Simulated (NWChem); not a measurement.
CH4ClNSi2; SMILES N1[SiH2][Si@H](C=1)Cl

```xyz
9

Cl    -0.2216    -2.2585    -0.3181
Si     0.1128    -0.4267     0.6013
C      1.4496     0.7455    -0.1201
N      0.8947     1.8842    -0.3404
Si    -0.8692     1.5926    -0.0651
H      0.3090    -0.7112     2.0565
H      2.5347     0.6098    -0.2926
H     -1.4965     2.5505     0.8933
H     -1.6191     1.6226    -1.3539
```
Atoms are numbered in this order, from 1.

Program: NWChem. Structure relaxed at the PBE0/def2-SVP level. Level: B3LYP/def2-SVP with SMD (1 M gas to 1 M solution), gas-phase geometry. Reactions with the solvent are ignored.

For solvent n-hexane:

```yaml
solvation free energy (kcal/mol): -2.3
cavity-dispersion-structure term (kcal/mol): -0.8
dipole in solution (D): 1.13
```

Problem. How do the values read with solvent water instead?

Solution. 
| Property | Value |
|---|---|
| solvation free energy (kcal/mol) | 0.0 |
| cavity-dispersion-structure term (kcal/mol) | 3.5 |
| dipole in solution (D) | 1.34 |
